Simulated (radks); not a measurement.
Results of a calculation; reference values are marked as such.
Q: These are the eigenvalues of the occupied orbitals of an atom or ion with whole-number occupations (hartree). Code: a radial shooting solver on a logarithmic mesh with Libxc functionals. Model: scalar-relativistic Kohn-Sham, r2SCAN, spin-polarised, spherical densities, finite nucleus; meta-GGA in the generalised Kohn-Sham scheme; Fermi nuclear charge, rms radius of each element as measured or else 0.836 A^(1/3) + 0.57 fm.

| orbital | eigenvalue |
|---|---|
| 1s up | -2479.188 |
| 1s down | -2479.186 |
| 2s up | -427.6455 |
| 2s down | -427.6424 |
| 2p up | -374.7997 |
| 2p down | -374.7967 |
| 3s up | -99.01881 |
| 3s down | -99.01869 |
| 3p up | -83.22493 |
| 3p down | -83.22436 |
| 3d up | -64.76173 |
| 3d down | -64.75982 |
| 4s up | -21.11216 |
| 4s down | -21.10923 |
| 4p up | -15.90877 |
| 4p down | -15.90612 |
| 4d up | -9.21324 |
| 4d down | -9.20980 |
| 5s up | -3.65740 |
| 5s down | -3.63175 |
| 5p up | -2.38099 |
| 5p down | -2.34816 |
| 4f up | -1.82632 |
| 4f down | -1.81784 |
| 5d up | -0.91908 |
| 6p up | -0.60156 |

Which element is it, and in what charge state? The configuration may be excited. Open shells, if any, are filled with parallel spins first.

A: Z = 73, tantalum, charge +2: Ta2+ in [Xe] 4f14 5d1 6p2. The list shows which subshells hold electrons but not how many an open one holds; the 1s level, -2479.2 hartree, gives Z - s = 70.4 by -(Z - s)^2/2, which with screening and relativity narrows Z to a few neighbours, and the depths of the outer levels then fix element, charge and occupations together.
